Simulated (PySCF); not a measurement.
1,1-difluoropropan-2-one (C3H4F2O), SMILES CC(=O)C(F)F. Atoms are numbered in the order given.

```xyz
10

C      1.2485    -1.2077     0.0000
C     -0.2014    -0.7974     0.0000
O     -1.1490    -1.5609     0.0000
C     -0.4540     0.7282     0.0000
F      0.1297     1.2810    -1.1068
F      0.1297     1.2810     1.1068
H      1.3348    -2.3084     0.0000
H      1.7538    -0.7760     0.8883
H      1.7538    -0.7760    -0.8883
H     -1.5443     0.9508     0.0000
```
Charge 0, spin multiplicity 1.

Geometry optimised at PBE-D3(BJ)/def2-SVP. One conformer was computed; it need not be the lowest.

Method: PBE-D3(BJ)/def2-SVP run with PySCF 2.14.0.

Frequencies are harmonic and unscaled.

Computed harmonic wavenumbers and intensities:
```
mode  ν (cm⁻¹)  IR (km/mol)  moving atoms (share of kinetic energy)
----  --------  -----------  --------------------------------------
1           45          6.7          F 43 %, O 23 %, C 19 %, H 15 %
2          136          0.1                                  H 91 %
3          215          1.1            F 65 %, C 18 %, O 9 %, H 8 %
4          242         11.4                  C 45 %, F 29 %, H 22 %
5          403          3.1                  F 45 %, O 40 %, C 14 %
6          504         27.0          C 32 %, O 27 %, H 26 %, F 15 %
7          574          0.2                  C 47 %, H 39 %, F 11 %
8          600          4.6                   F 63 %, C 20 %, H 9 %
9          789         12.4                          C 67 %, H 25 %
10         971         10.8                   H 53 %, C 37 %, O 8 %
11         981         23.5                          C 50 %, H 44 %
12        1070        165.8                  C 59 %, F 31 %, H 10 %
13        1104         69.7                  C 55 %, F 31 %, H 13 %
14        1209         14.1                          C 49 %, H 48 %
15        1302         26.2                          H 64 %, C 33 %
16        1313         62.5                          C 53 %, H 46 %
17        1325         17.6                          H 84 %, C 14 %
18        1380         12.1                                  H 96 %
19        1382         25.2                                  H 95 %
20        1797        126.2                          C 63 %, O 36 %
21        2982          0.2                                  H 97 %
22        3008         32.6                           H 92 %, C 8 %
23        3065          0.0                           H 91 %, C 9 %
24        3122          1.3                          H 90 %, C 10 %
```
